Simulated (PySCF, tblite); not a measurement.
Species: perfluoropropionyl chloride, C3ClF5O.
Cartesian coordinates in Å at the GFN2-xTB level; atoms count from 1:
```
atom  x, y, z in Å
O1     1.6906   -0.8812    1.2824
C2     1.3864   -0.2354    0.3416
Cl3    2.3085    1.0749   -0.2923
C4     0.0708   -0.4495   -0.4551
F5    -0.2779   -1.7487   -0.4209
F6     0.2004   -0.1067   -1.7492
C7    -1.0851    0.3918    0.1718
F8    -1.2717    0.0568    1.4442
F9    -2.2257    0.2125   -0.4776
F10   -0.7872    1.6903    0.1325
```

Computed, not measured: PBE0/pcSseg-1 in PySCF (dipole) on a GFN2-xTB geometry, gas phase.

Masses are those of the commonest isotopes; rigid-rotor values at the optimised geometry. The values belong to one conformer with, in the numbering `[O:1]=[C:2]([Cl:3])[C:4]([F:5])([F:6])[C:7]([F:8])([F:9])[F:10]`, O1–C2–C4–F5 -32°.

**Question.** Give the principal moments of inertia and the rotational constants in MHz.

**Answer.** Ia = 305.06, Ib = 544.06, Ic = 572.65 u·Å²; 505379 MHz·u·Å²/I gives A = 1657, B = 928.9, C = 882.5 MHz.

**Question.** Classify the top.

**Answer.** An asymmetric top: κ = (2 × 928.9 − 1657 − 882.5)/(1657 − 882.5) = -0.88.

**Question.** Is it planar, by Δ = Ic − Ia − Ib?

**Answer.** Not planar: Δ = Ic − Ia − Ib = -276.47 u·Å². For a rigid frame Δ = −2 Σ m c², so Σ m c² = 138.24 u·Å² lies off the ab plane. The atom farthest from that plane is 1.71 Å away.

**Question.** List the rotational levels J(Ka,Kc) to J = 4 (K).

**Answer.** Above 0(0,0), as E/k:
J = 1: 1(0,1) 0.087, 1(1,1) 0.122, 1(1,0) 0.124
J = 2: 2(0,2) 0.261, 2(1,2) 0.294, 2(1,1) 0.300, 2(2,1) 0.405, 2(2,0) 0.405
J = 3: 3(0,3) 0.521, 3(1,3) 0.551, 3(1,2) 0.564, 3(2,2) 0.666, 3(2,1) 0.666, 3(3,1) 0.846, 3(3,0) 0.846
J = 4: 4(0,4) 0.868, 4(1,4) 0.894, 4(1,3) 0.916, 4(2,3) 1.013, 4(2,2) 1.015, 4(3,2) 1.194, 4(3,1) 1.194, 4(4,1) 1.446, 4(4,0) 1.446
The levels of one J sum to (2J + 1)J(J + 1)(A + B + C)/3.

**Question.** Predict some low-J microwave lines.

**Answer.** The dipole components are |μa| = 0.24 D, |μb| = 0.72 D, |μc| = 0.61 D. Intensities carry the squares of the components, which stand as 0.12 : 1.00 : 0.72 (a : b : c). Some lines, for components of 0.1 D or more:

```tsv
type	branch	J(Ka,Kc)	MHz	lower level (cm⁻¹)
c	Q	2(1,2) ← 2(0,2)	684	0.181
c	Q	1(1,1) ← 1(0,1)	728	0.060
b	Q	1(1,0) ← 1(0,1)	774	0.060
b	Q	2(1,1) ← 2(0,2)	823	0.181
c	Q	2(2,1) ← 2(1,1)	2183	0.209
b	Q	2(2,0) ← 2(1,1)	2185	0.209
b	R	1(1,1) ← 0(0,0)	2539	0.000
a	R	2(1,1) ← 1(1,0)	3669	0.086
c	R	2(1,1) ← 1(0,1)	4443	0.060
b	R	2(2,0) ← 1(1,1)	5901	0.085
```

**Question.** Estimate the classical rotational partition function at 50 K, 100 K and 200 K.

**Answer.** Point group C1, symmetry number σ = 1; q = (√π/σ)·√((kT/h)³/(ABC)), k/h = 20836.6 MHz/K: 51100 at 50 K, 145000 at 100 K, 409000 at 200 K.

Its GFN2-xTB frequencies are all real (lowest 21 cm⁻¹). Constants of a rigid frame at the computed geometry: no zero-point averaging, no centrifugal distortion. Quadrupole hyperfine structure (35Cl) is left out.
